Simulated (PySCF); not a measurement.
CH5AlClNO (SMILES C[O][Al]([NH2])[Cl]), singlet, at a GFN2-xTB geometry (such geometries of metal compounds can be far from the true shape), with bond 9-8 at 1.4 times its length; SA2-CASSCF(6,5)/6-31G (PySCF).

The PySCF input:
```python
from pyscf import gto, scf, mcscf
import numpy

mol = gto.Mole()
mol.atom = '''
    Al   -0.127669    0.319124    0.179335
    Cl    1.272487   -0.350547    1.482273
    O    -0.394319   -0.535764   -1.203456
    C    -0.711707   -1.168818   -2.406277
    H    -0.553065   -0.485047   -3.243809
    H    -0.078621   -2.049570   -2.542794
    H    -1.758563   -1.482231   -2.400557
    N    -1.060754    1.796188    0.501868
    H    -0.925161    2.612505    1.645027
    H    -1.768362    2.173972   -0.109013
'''
mol.basis = '6-31g'
mol.charge = 0
mol.spin = 0
mol.verbose = 4
mol.build()

mf = scf.RHF(mol)
mf.kernel()
mc = mcscf.CASSCF(mf, 5, 6)
mc.fix_spin_(ss=0.0)
mc = mc.state_average_([0.5, 0.5])
mc.kernel()
```

Problem. Predict the main parts of the log of this PySCF run.

Solution. 
```
PySCF version 2.14.0

[INPUT] verbose = 4
[INPUT] num. atoms = 10
[INPUT] num. electrons = 56
[INPUT] charge = 0
[INPUT] spin (= nelec alpha-beta = 2S) = 0
[INPUT] symmetry False subgroup None
[INPUT] Mole.unit = angstrom
[INPUT] Symbol           X                Y                Z      unit          X                Y                Z       unit  Magmom
[...]
nuclear repulsion = 269.263650291004
number of shells = 39
number of NR pGTOs = 178
number of NR cGTOs = 63
basis = 6-31g
ecp = {}

******** <class 'pyscf.scf.hf.RHF'> ********
method = RHF
initial guess = minao
damping factor = 0
level_shift factor = 0
DIIS = <class 'pyscf.scf.diis.CDIIS'>
diis_start_cycle = 1
diis_space = 8
diis_damp = 0
SCF conv_tol = 1e-09
SCF conv_tol_grad = None
SCF max_cycles = 50
direct_scf = True
direct_scf_tol = 1e-13
Set gradient conv threshold to 3.16228e-05
Initial guess from minao.
init E= -871.726821056753
[...]
cycle= 1 E= -871.367524033184  delta_E= 0.359  |g|= 0.564  |ddm|= 2.78
[...]
cycle= 2 E= -871.426516830215  delta_E= -0.059  |g|= 0.33  |ddm|= 0.704
[...]
cycle= 3 E= -871.447619401646  delta_E= -0.0211  |g|= 0.0461  |ddm|= 0.247
[...]
cycle= 4 E= -871.448408804179  delta_E= -0.000789  |g|= 0.0107  |ddm|= 0.0687
[...]
cycle= 5 E= -871.448460211132  delta_E= -5.14e-05  |g|= 0.00283  |ddm|= 0.0176
[...]
cycle= 6 E= -871.448465892595  delta_E= -5.68e-06  |g|= 0.000873  |ddm|= 0.0067
[...]
cycle= 7 E= -871.448466199899  delta_E= -3.07e-07  |g|= 0.000335  |ddm|= 0.00115
[...]
cycle= 8 E= -871.448466254031  delta_E= -5.41e-08  |g|= 5.61e-05  |ddm|= 0.000592
[...]
cycle= 9 E= -871.448466256081  delta_E= -2.05e-09  |g|= 1.71e-05  |ddm|= 0.000117
[...]
cycle= 10 E= -871.448466256272  delta_E= -1.91e-10  |g|= 4.94e-06  |ddm|= 3.63e-05
[...]
Extra cycle  E= -871.448466256291  delta_E= -1.89e-11  |g|= 2.16e-06  |ddm|= 8.88e-06
converged SCF energy = -871.448466256291

******** <class 'pyscf.mcscf.addons.StateAverageCASSCF'> ********
CAS (3e+3e, 5o), ncore = 25, nvir = 33
max_cycle_macro = 50
max_cycle_micro = 4
conv_tol = 1e-07
conv_tol_grad = None
orbital rotation max_stepsize = 0.02
orbital rotation threshold for CI restart = 0.01
augmented hessian ah_max_cycle = 30
augmented hessian ah_conv_tol = 1e-12
augmented hessian ah_linear dependence = 1e-14
augmented hessian ah_level shift = 1e-08
augmented hessian ah_start_tol = 2.5
augmented hessian ah_start_cycle = 3
augmented hessian ah_grad_trust_region = 3
kf_trust_region = 3
kf_interval = 4
ci_response_space = 4
ci_grad_trust_region = 3
with_dep4 0
natorb = False
canonicalization = True
sorting_mo_energy = False
ao2mo_level = 2
internal_rotation = False
******** <class 'pyscf.mcscf.addons.StateAverageSpinPenaltyFCISolver'> ********
max. cycles = 50
conv_tol = 1e-08
davidson only = True
linear dependence = 1e-12
level shift = 0.001
max iter space = 12
nroots = 2
pspace_size = 400
spin = None
State-average over 2 states with weights [0.5, 0.5]
CASCI E = -871.326508757597  S^2 = 0.0000000
Set conv_tol_grad to 0.000316228
macro iter   1 ( 21 JK    4 micro), CASSCF E = -871.350580965502  dE = -2.40722079e-02  S^2 = 0.0000000
               |grad[o]|=0.191  |ddm|=0.0313  |maxRot[o]|=0.313
macro iter   2 ( 21 JK    4 micro), CASSCF E = -871.366334416096  dE = -1.57534506e-02  S^2 = 0.0000000
               |grad[o]|=0.115  |ddm|=0.0354  |maxRot[o]|=0.265
macro iter   3 ( 21 JK    4 micro), CASSCF E = -871.382166469325  dE = -1.58320532e-02  S^2 = 0.0000000
               |grad[o]|=0.0586  |ddm|=0.0357  |maxRot[o]|=0.258
macro iter   4 ( 21 JK    4 micro), CASSCF E = -871.392525786910  dE = -1.03593176e-02  S^2 = 0.0000000
               |grad[o]|=0.0367  |ddm|=0.0312  |maxRot[o]|= 0.24
macro iter   5 ( 21 JK    4 micro), CASSCF E = -871.396020306029  dE = -3.49451912e-03  S^2 = 0.0000000
               |grad[o]|=0.0213  |ddm|=0.00689  |maxRot[o]|=0.134
macro iter   6 ( 21 JK    4 micro), CASSCF E = -871.397078396010  dE = -1.05808998e-03  S^2 = 0.0000000
[...]
               |grad[o]|=0.00122  |ddm|=0.00078  |maxRot[o]|=0.0699
macro iter  31 (  7 JK    2 micro), CASSCF E = -871.398770575657  dE = -4.88765871e-05  S^2 = 0.0000000
               |grad[o]|=0.00103  |ddm|=0.000777  |maxRot[o]|=0.0699
macro iter  32 ( 19 JK    4 micro), CASSCF E = -871.398808654746  dE = -3.80790887e-05  S^2 = 0.0000000
               |grad[o]|=0.000836  |ddm|=0.00165  |maxRot[o]|=0.133
macro iter  33 (  7 JK    2 micro), CASSCF E = -871.398960384813  dE = -1.51730067e-04  S^2 = 0.0000000
               |grad[o]|=0.00172  |ddm|=0.00219  |maxRot[o]|=0.0699
macro iter  34 (  7 JK    2 micro), CASSCF E = -871.399173754470  dE = -2.13369657e-04  S^2 = 0.0000000
               |grad[o]|=0.00158  |ddm|=0.00277  |maxRot[o]|=0.0676
macro iter  35 ( 20 JK    4 micro), CASSCF E = -871.399694107685  dE = -5.20353215e-04  S^2 = 0.0000000
               |grad[o]|=0.00179  |ddm|=0.00389  |maxRot[o]|=0.123
macro iter  36 ( 21 JK    4 micro), CASSCF E = -871.399876321169  dE = -1.82213484e-04  S^2 = 0.0000000
               |grad[o]|=0.00302  |ddm|=0.00228  |maxRot[o]|=0.0263
macro iter  37 ( 21 JK    4 micro), CASSCF E = -871.399958969935  dE = -8.26487660e-05  S^2 = 0.0000000
               |grad[o]|=0.00295  |ddm|=0.00193  |maxRot[o]|=0.0161
macro iter  38 ( 21 JK    4 micro), CASSCF E = -871.400033527440  dE = -7.45575047e-05  S^2 = 0.0000000
               |grad[o]|=0.00306  |ddm|=0.00194  |maxRot[o]|=0.0147
macro iter  39 ( 21 JK    4 micro), CASSCF E = -871.400101548651  dE = -6.80212112e-05  S^2 = 0.0000000
               |grad[o]|=0.00316  |ddm|=0.00196  |maxRot[o]|=0.0135
macro iter  40 ( 21 JK    4 micro), CASSCF E = -871.400164032066  dE = -6.24834149e-05  S^2 = 0.0000000
               |grad[o]|=0.00324  |ddm|=0.002  |maxRot[o]|=0.0125
macro iter  41 ( 21 JK    4 micro), CASSCF E = -871.400221626738  dE = -5.75946719e-05  S^2 = 0.0000000
               |grad[o]|=0.0033  |ddm|=0.00203  |maxRot[o]|=0.0117
macro iter  42 ( 21 JK    4 micro), CASSCF E = -871.400274838340  dE = -5.32116027e-05  S^2 = 0.0000000
               |grad[o]|=0.00335  |ddm|=0.00206  |maxRot[o]|=0.011
macro iter  43 ( 21 JK    4 micro), CASSCF E = -871.400324075624  dE = -4.92372834e-05  S^2 = 0.0000000
               |grad[o]|=0.00338  |ddm|=0.00208  |maxRot[o]|=0.0103
macro iter  44 ( 21 JK    4 micro), CASSCF E = -871.400369689626  dE = -4.56140024e-05  S^2 = 0.0000000
               |grad[o]|=0.00341  |ddm|=0.00211  |maxRot[o]|=0.00975
macro iter  45 ( 21 JK    4 micro), CASSCF E = -871.400411986837  dE = -4.22972111e-05  S^2 = 0.0000000
               |grad[o]|=0.00342  |ddm|=0.00213  |maxRot[o]|=0.00923
macro iter  46 ( 21 JK    4 micro), CASSCF E = -871.400451244488  dE = -3.92576510e-05  S^2 = 0.0000000
               |grad[o]|=0.00344  |ddm|=0.00215  |maxRot[o]|=0.00876
macro iter  47 ( 21 JK    4 micro), CASSCF E = -871.400487709505  dE = -3.64650164e-05  S^2 = 0.0000000
               |grad[o]|=0.00345  |ddm|=0.00217  |maxRot[o]|=0.00833
macro iter  48 ( 21 JK    4 micro), CASSCF E = -871.400521606513  dE = -3.38970086e-05  S^2 = 0.0000000
               |grad[o]|=0.00345  |ddm|=0.00218  |maxRot[o]|=0.00794
macro iter  49 ( 21 JK    4 micro), CASSCF E = -871.400553138760  dE = -3.15322467e-05  S^2 = 0.0000000
               |grad[o]|=0.00345  |ddm|=0.0022  |maxRot[o]|=0.00758
macro iter  50 ( 21 JK    4 micro), CASSCF E = -871.400582492235  dE = -2.93534747e-05  S^2 = 0.0000000
               |grad[o]|=0.00345  |ddm|=0.00221  |maxRot[o]|=0.00725
1-step CASSCF not converged,  50 macro (762 JK 160 micro) steps
CASSCF canonicalization
Density matrix diagonal elements [1.98830944 1.93064447 1.49990667 0.56598842 0.01515099]
CASSCF energy = -871.400582492235
CASCI E = -871.400582492235  E(CI) = -11.2718723156690  S^2 = 0.0000000
CASCI state-averaged energy = -871.400582492235
CASCI energy for each state
  State 0 weight 0.5  E = -871.489240222875 S^2 = 0.0000000
  State 1 weight 0.5  E = -871.311924761594 S^2 = 0.0000000
```

The run did not converge; its last values are not results.
